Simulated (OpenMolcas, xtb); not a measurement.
## How methods differ on Si2NH6Cl (SMILES N[SiH]([SiH3])Cl)

Si2NH6Cl: 10 atoms, total charge 0, spin state singlet. As SMILES, `N[SiH]([SiH3])Cl`. Geometry: relaxed at PBE0-D4/def2-TZVP. This is one conformer, not always the lowest.

| atom | x (Å) | y (Å) | z (Å) |
| --- | --- | --- | --- |
| N | -0.5004 | 1.6404 | -0.4766 |
| Si | -0.0887 | 0.0244 | -0.8347 |
| Si | 0.6780 | -1.0308 | 1.1036 |
| Cl | -1.6696 | -1.1358 | -1.5384 |
| H | -1.0668 | 1.8573 | 0.3279 |
| H | -0.6576 | 2.3023 | -1.2205 |
| H | 0.8891 | 0.0600 | -1.9482 |
| H | 0.8722 | -2.4826 | 0.8551 |
| H | -0.3361 | -0.8538 | 2.1795 |
| H | 1.9629 | -0.4326 | 1.5554 |

Quantity: the HOMO–LUMO gap, in eV. The values are calculated.

```csv
level,kind,program,value (eV),CPU time
GFN2-xTB,semi-empirical,xtb,4.44,under 2 s
HF/6-31G* (spherical functions),Hartree–Fock,OpenMolcas,14.10,13 s
SVWN5/6-31G* (spherical functions),LDA,OpenMolcas,5.70,37 s
PBE/6-31G* (spherical functions),GGA,OpenMolcas,5.74,47 s
M06-L/6-31G* (spherical functions),meta-GGA,OpenMolcas,6.45,56 s
M06-2X/6-31G* (spherical functions),hybrid meta-GGA,OpenMolcas,9.92,53 s
B2PLYP/6-31G* (spherical functions),double hybrid,OpenMolcas,10.30,29 s
```

The values span 4.44 to 14.10 eV. Orbital gaps aren't excitation energies, and those of double hybrids come from the SCF part alone; they tend to grow with the share of exact exchange. Times are those of the runs behind each value, whatever else they computed, on shared processors of several kinds: orders of magnitude only.
